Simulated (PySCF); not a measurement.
## C₆ coefficients of unlike pairs at wB97M-V

Calculated with PySCF 2.14 from the dipole response of each species, C₆(A,B) = (3/π) ∫ α_A(iu) α_B(iu) du, in atomic units, from isotropic polarisabilities. For ions this is the dispersion term alone; charge-induced terms of lower order in 1/R come first.

```json
{"species": "Cl(3+)", "configuration": "[Ne] 3s2 3p2 (3P)", "basis": "def2-QZVPPD (10s7p5d2f1g)", "relativity": "none", "α (bohr³)": "4.415", "C₆ (like pair)": "11.99"}
{"species": "Cs", "configuration": "[Xe] 6s1 (2S)", "basis": "aug-cc-pVDZ-X2C (8s7p5d)", "relativity": "spin-free X2C", "α (bohr³)": "465.5", "C₆ (like pair)": "8074"}
{"species": "Al+", "configuration": "[Ne] 3s2 (1S)", "basis": "dyall-av2z (13s9p2d)", "relativity": "none", "α (bohr³)": "23.02", "C₆ (like pair)": "111.2"}
{"species": "Si", "configuration": "[Ne] 3s2 3p2 (3P)", "basis": "aug-cc-pVTZ-DK (6s5p3d2f)", "relativity": "spin-free X2C", "α (bohr³)": "42.00", "C₆ (like pair)": "340.3"}
```

(1) Estimate C₆ for Al+ with Cs.

No spin-orbit coupling is included.

The other pairs:

| pair | C₆ |
| --- | --- |
| Si, Cs | 1279 |
| Si, Al+ | 194.4 |
| Cs, Cl(3+) | 163.6 |
| Al+, Cl(3+) | 31.79 |
| Si, Cl(3+) | 55.46 |

## Answers

(1) The integral gives 716.5. The combination rule 2 C_A C_B / (C_A α_B/α_A + C_B α_A/α_B) gives 678.2 and the geometric mean 947.6.
